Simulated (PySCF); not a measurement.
## Radial density of Ne⁺ (neon, charge +1)

TPSS, [He] 2s2 2p5, 2P determinant. Computed with PySCF 2.14 in cc-pVDZ-DK (3s2p1d, 14 functions), with scalar relativity by spin-free X2C-1e.

```
r (bohr)  4πr²ρ (e/bohr)  4πr²(ρα − ρβ)
 0.00201         0.03242         0.0000
 0.00339         0.08967         0.0000
 0.00570          0.2403         0.0001
 0.00958          0.6142         0.0002
  0.0161           1.506         0.0006
  0.0271           3.390         0.0015
  0.0456           6.613         0.0044
  0.0767           10.09         0.0172
   0.129           10.43         0.0820
   0.217           6.561         0.3129
   0.365           5.373         0.7807
   0.614           7.609         1.1031
    1.03           4.864         0.6561
    1.74          0.9149         0.1100
    2.92         0.03651         0.0053
```

Densities and radii are taken from the X2C orbitals without a picture-change correction, which distorts them close to the nucleus.
